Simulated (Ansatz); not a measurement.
BrH3Ti (SMILES [TiH3][Br]) moved off its minimum; all values from Ansatz (a first-principles code), cores frozen in correlated methods.
(charge 0, multiplicity 1)
```xyz
5

Ti     1.24319    -0.17470     0.67075
Br    -0.86691     0.10904    -0.41099
H      2.19985     0.88905    -0.29606
H      1.16571     0.61809     2.20006
H      1.68024    -1.61269     0.63720
```

Forces at B3LYP/def2-TZVPP (eV/Å):

```json
[
 {"atom": "Ti1", "Fx": "-1.504", "Fy": "3.874", "Fz": "-0.442"},
 {"atom": "Br2", "Fx": "0.501", "Fy": "-0.205", "Fz": "0.328"},
 {"atom": "H3", "Fx": "-0.038", "Fy": "-0.419", "Fz": "0.266"},
 {"atom": "H4", "Fx": "0.084", "Fy": "-0.353", "Fz": "-0.184"},
 {"atom": "H5", "Fx": "0.957", "Fy": "-2.897", "Fz": "0.032"}
]
```

Task: Give the forces (eV/Å), the total energy and the dipole at CCSD(T)/def2-TZVPPD.

Result: 
| atom | Fx | Fy | Fz |
|---|---|---|---|
| Ti1 | -1.760 | 4.018 | -0.490 |
| Br2 | 0.467 | -0.196 | 0.303 |
| H3 | 0.092 | -0.275 | 0.155 |
| H4 | 0.096 | -0.232 | 0.013 |
| H5 | 1.104 | -3.315 | 0.019 |
Energy -3422.9092 hartree, dipole 1.54 D.
